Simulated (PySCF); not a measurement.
TiCl3I, SMILES [Cl][Ti]([Cl])([Cl])[I], multiplicity 1.

Geometry optimised at B3LYP-D3(BJ)/def2-SVP. The spin state was assumed, not searched. The structure was generated by enumeration; whether it is a known compound was not checked. The def2 effective core potentials stand for the cores of I; spin–orbit coupling is left out.

Calculation: PySCF with PBE/def2-TZVP.

The total energy is -2527.31044 hartree and the point group is C3v. The highest occupied level is -7.25 eV. The lowest empty level is -4.53 eV and the orbital gap is 2.72 eV. The dipole moment is 0.56 D and the quadrupole, principal values (traceless, Buckingham form, about the centre of nuclear charge) is -1.00, -0.99, 1.99 D·Å. The mean static polarisability comes out as 112.7 bohr³ (16.70 Å³). The polarisability, principal values is 102.0, 102.0, 134.1 bohr³.
